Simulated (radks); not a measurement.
Question: In II, configuration [Kr] 4d10 5s2. All-electron calculation, Dirac Kohn-Sham, LDA (Slater exchange, Perdew-Wang correlation), spin-unpolarised, spherical densities, finite nucleus; Fermi nuclear charge, rms radius 4.6156 fm. Program: a radial shooting solver on a logarithmic mesh with Libxc functionals. Some entries of the table are withheld. Estimate them.

orbital  occ.  eigenvalue (hartree)  <r> (bohr)  <r^2> (bohr^2)
1s1/2       2             -1018.307     0.02974        0.001197
2s1/2       2             -152.6991      0.1282         0.01945
2p1/2       2             -142.5062      0.1085         0.01447
2p3/2       4             -134.7680      0.1138         0.01578
3s1/2       2             -29.18297      0.3490          0.1394
3p1/2       2             -25.06240      0.3398             (1)
3p3/2       4             -23.66483      0.3510             (2)
3d3/2       4             -16.34597      0.3225          0.1237
3d5/2       6             -16.05931      0.3261          0.1263
4s1/2       2                   (3)         (4)          0.8145
4p1/2       2              -3.31570      0.9007          0.9292
4p3/2       4              -3.06839      0.9317          0.9946
4d3/2       4              -0.98393       1.171             (5)
4d5/2       6              -0.95199       1.188             (6)
5s1/2       2              -0.56225         (7)             (8)

Answer: 
(1) 3p1/2 <r^2> (bohr^2): 0.1343
(2) 3p3/2 <r^2> (bohr^2): 0.1430
(3) 4s1/2 eigenvalue (hartree): -4.66500
(4) 4s1/2 <r> (bohr): 0.8477
(5) 4d3/2 <r^2> (bohr^2): 1.644
(6) 4d5/2 <r^2> (bohr^2): 1.693
(7) 5s1/2 <r> (bohr): 2.465
(8) 5s1/2 <r^2> (bohr^2): 6.897
